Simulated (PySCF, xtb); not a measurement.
IrO4, SMILES [O]=[Ir+](=[O])(=[O])=[O], charge +1, multiplicity 1.

GFN2-xTB (xtb 6.7.1) at its own geometry gives an orbital gap of 2.85 eV.

Geometry: PBE0-D3(BJ)/def2-SVP. The multiplicity is an assumed one; other spin states were not compared. The def2 effective core potentials stand for the cores of Ir; spin–orbit coupling is left out.

**Question.** What does ωB97X/def2-TZVP (PySCF) give? (Estimate from the structure and the level; the computed values follow.)

**Answer.** gap 9.56 eV (levels -20.05 and -10.49 eV).
